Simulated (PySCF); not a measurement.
Molfile (atoms numbered from 1):
```
C3H3ClN2Si
     RDKit          3D

 10  9  0  0  0  0  0  0  0  0999 V2000
    0.6081    2.8567   -0.8083 N   0  0  0  0  0  0  0  0  0  0  0  0
    0.5580    1.7101   -0.6464 C   0  0  0  0  0  0  0  0  0  0  0  0
    0.4610   -0.1166   -0.3796 Si  0  0  0  0  0  4  0  0  0  0  0  0
    1.6956   -0.5372    0.9375 C   0  0  0  0  0  0  0  0  0  0  0  0
    2.4347   -0.8388    1.7785 N   0  0  0  0  0  0  0  0  0  0  0  0
   -1.2593   -0.5489    0.2296 C   0  0  0  0  0  0  0  0  0  0  0  0
   -2.4032   -0.1299   -1.0759 Cl  0  0  0  0  0  0  0  0  0  0  0  0
    0.8203   -0.8211   -1.6308 H   0  0  0  0  0  0  0  0  0  0  0  0
   -1.5240    0.0218    1.1315 H   0  0  0  0  0  0  0  0  0  0  0  0
   -1.3492   -1.6215    0.4557 H   0  0  0  0  0  0  0  0  0  0  0  0
  1  2  3  0
  2  3  1  0
  3  4  1  0
  4  5  3  0
  3  6  1  0
  6  7  1  0
  3  8  1  0
  6  9  1  0
  6 10  1  0
M  END
```

Geometry: PBE0-D3(BJ)/def2-SVP; GIAO shifts from PySCF, gas phase, non-relativistic, averaged over equivalent atoms.

At PBE0/def2-SVP (121 basis functions, 9.5 s wall time on 1 thread of an Arm Neoverse V2, shared host):
```tsv
atoms	δ (ppm)
N1/N5	349.3
C2/C4	112.2
C6	25.1
Si3	-85.3
Cl7	18.4
H8	4.32
H9/H10	2.79
```

Scale: ¹⁵N (269.84 ppm) against NH3; ¹³C (193.72 ppm) and ²⁹Si (407.17 ppm) and ¹H (31.34 ppm) against TMS; ³⁵Cl (968.34 ppm) vs HCl (reference shieldings calculated alike).

**Question.** What do these become at PBE0/6-311+G(2d,p)?

**Answer.** 
```json
{"atoms": "N1/N5", "δ at PBE0/6-311+G(2d,p)": "363.6", "change": "+14.3"}
{"atoms": "C2/C4", "δ at PBE0/6-311+G(2d,p)": "119.4", "change": "+7.2"}
{"atoms": "C6", "δ at PBE0/6-311+G(2d,p)": "28.7", "change": "+3.6"}
{"atoms": "Si3", "δ at PBE0/6-311+G(2d,p)": "-79.0", "change": "+6.3"}
{"atoms": "Cl7", "δ at PBE0/6-311+G(2d,p)": "40.3", "change": "+21.9"}
{"atoms": "H8", "δ at PBE0/6-311+G(2d,p)": "4.84", "change": "+0.52"}
{"atoms": "H9/H10", "δ at PBE0/6-311+G(2d,p)": "3.16", "change": "+0.37"}
```

δ = σ(ref) − σ, references computed at the same level: ¹⁵N (261.88 ppm) against NH3; ¹³C (186.44 ppm), ²⁹Si (344.43 ppm), ¹H (31.51 ppm) against TMS; ³⁵Cl (948.03 ppm) against HCl.

The largest change is at Cl7 (chlorine bonded to C). Cost: 223 basis functions, 25 s wall time on 1 thread of an Arm Neoverse V2, shared host.

Carbons that carry Cl, above all several Cl atoms, come out too deshielded, partly because spin–orbit coupling is missing. Experimental scales use liquid or dissolved standards, which lie at an offset from isolated NH3 (liquid NH3: subtract about 20 ppm). Unscaled 15N shifts of sp2 nitrogen come out 20 to 40 ppm too high even then.
